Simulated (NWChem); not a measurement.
SnH4O4; SMILES [OH][Sn]([OH])([OH])[OH]

```xyz
9

O      1.6698     0.0000     1.0374
Sn     0.0000     0.0000     0.0000
O     -1.6698     0.0000     1.0374
O      0.0000     1.6698    -1.0374
O      0.0000    -1.6698    -1.0374
H      1.9329     0.8983     1.2741
H     -1.9329    -0.8983     1.2741
H     -0.8983     1.9329    -1.2741
H      0.8983    -1.9329    -1.2741
```
Atoms are numbered in this order, from 1.

Results from NWChem. Medium grid unless said otherwise, to which SCAN and Minnesota functionals are sensitive. Coordinates come from a PBE0/def2-SVP optimisation. Not confirmed as a minimum by frequencies. def2 effective core potentials on Sn; no spin-orbit coupling. B3LYP is NWChem's, with the RPA form of VWN correlation. Total energies of different functionals are on different scales.

| level | energy (Ha) | highest occupied level (eV) | orbital gap (eV) |
|---|---|---|---|
| B3LYP/def2-SVP | -517.4729 | -8.43 | 6.62 |
| PBE/def2-SVP | -517.0893 | -6.90 | 4.48 |
| SCAN/def2-SVP | -517.3674 | -7.41 | 5.16 |
| r2SCAN/def2-SVP | -517.3397 | -7.41 | 5.21 |
| TPSSh/def2-SVP | -517.3223 | -7.80 | 5.85 |
| LRC-wPBEh/def2-SVP | -517.1367 | -10.68 | 10.91 |
| PW6B95/def2-SVP | -517.8558 | -8.93 | 7.44 |
